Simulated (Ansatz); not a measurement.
Basis sets compared for Si5B⁻. The state is a singlet with charge -1. Geometry PBE-D4/def2-SVPD. Ansatz on 4 threads of Arm Neoverse V2 on a shared host; times are rough, and most runs start from earlier orbitals.

Cartesian coordinates in Å:
```
B -0.349 0.151 1.384
Si -0.086 1.538 -0.167
Si 1.090 -2.129 -1.666
Si 0.543 -1.151 0.288
Si -0.928 1.823 2.041
Si -0.269 -0.231 -1.879
```

The restricted singlet is unstable towards broken spin symmetry in Hartree–Fock (as tested in another run); at PBE-D4/def2-SVPD, PBE0-D4/def2-SVPD, PBE0-D4/def2-TZVPD this wasn't settled. The structure comes from a short search, and lower isomers may exist.

| level | functions | energy (Eh) | HOMO (eV) | LUMO (eV) | wall time |
| --- | --- | --- | --- | --- | --- |
| PBE-D4/def2-SVPD | 140 | -1471.0834 | -0.79 | 0.67 | 1.8 s |
| PBE0-D4/def2-SVPD | 140 | -1471.1949 | -1.54 | 1.25 | 2 s |

Estimate the rows for PBE-D4/def2-TZVPD, PBE0-D4/def2-TZVPD.


```csv
level,functions,energy (Eh),HOMO (eV),LUMO (eV),wall time
PBE-D4/def2-TZVPD,252,-1471.6000,-0.82,0.61,3.3 s
PBE0-D4/def2-TZVPD,252,-1471.7074,-1.56,1.20,7 s
```
